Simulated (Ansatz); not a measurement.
A structure relaxed at PBE0-D4/def2-TZVP, charge 0, multiplicity 1:

```csv
atom,x (Å),y (Å),z (Å)
O1,0.7146,1.2964,1.1378
Si2,0.2012,1.3933,-0.4255
F3,-0.6757,2.7180,-0.5946
C4,-0.8204,-0.1118,-0.7201
Si5,-0.1243,-1.6768,0.0105
O6,0.1297,-1.5094,1.6075
F7,1.2477,-1.9634,-0.7638
H8,1.2947,1.9813,1.4746
H9,1.3492,1.5511,-1.3446
H10,-1.8082,0.0569,-0.2748
H11,-0.9658,-0.2396,-1.7979
H12,-0.9825,-2.8616,-0.1817
H13,0.4397,-0.6345,1.8727
```

Q: Give its formula and SMILES.

A: CH6F2O2Si2, `O[Si@H](F)C[Si@H](O)F`.

Q: Point group (tolerance 0.08 Å, 0.16 Å for H)?

A: C1.

Q: Summarise the bond lengths by kind.

A: 2 × O–Si 1.626 to 1.648 Å; 2 × H–O 0.959 to 0.965 Å; 2 × F–Si 1.598 to 1.601 Å; 2 × C–Si 1.843 to 1.862 Å; 2 × H–Si 1.475 to 1.479 Å; 2 × C–H 1.095 to 1.097 Å.

Computed with Ansatz.
